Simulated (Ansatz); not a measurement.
Ansatz (a quantum-chemistry and plane-wave program) input (HF/cc-pV(Q+d)Z):
A basis named .json is the Basis Set Exchange file of that set.

Ansatz 0.2 input:
```yaml
crystal:
  periodic: [false, false, false]
  atoms:
    - {symbol: Si, position_ang: [-0.05446077, -0.02835933, 0.41810595]}
    - {symbol: O, position_ang: [0.75189091, -1.21217452, -0.21553791]}
    - {symbol: H, position_ang: [1.05097533, -1.46321381, -1.10216151]}
    - {symbol: O, position_ang: [-0.69291771, 1.24288361, -0.23721083]}
    - {symbol: H, position_ang: [-0.76031015, 1.61457176, -1.12933179]}
basis:
  gaussian:
    orbitals: cc-pV_Q+d_Z.json
hamiltonian:
  xc: hf
total_charge: 1
magnetization: {spin_polarized: true, initial_magnetization: 1}
```

Output:

```
Functional definition: HF
integrals: 0.11 GiB planned
993 factors; their error is unknown
mean field: 0.94 GiB planned
mean field evaluation 1: about -11954.8172 eV, gradient 5.4e1 eV
mean field evaluation 2: about -11960.0540 eV, gradient 3.8e1 eV
mean field evaluation 4: about -11964.4683 eV, gradient 1.0e0 eV
mean field evaluation 8: about -11964.4904 eV, gradient 5.3e-2 eV
mean field evaluation 16: about -11964.6845 eV, gradient 2.4e-5 eV
mean field -11964.68454863 eV, -439.6940472076 hartree, gradient 2.4e-5 eV, S^2 0.753207; 0 other end points of the search recorded, 0 dependent functions left out
reference -11964.68454863 eV, -439.6940472076 hartree; 16, 15 occupied and 218, 219 virtual orbitals, 993 factors
Total energy: -11964.68454863 eV, -439.6940472076 hartree
```
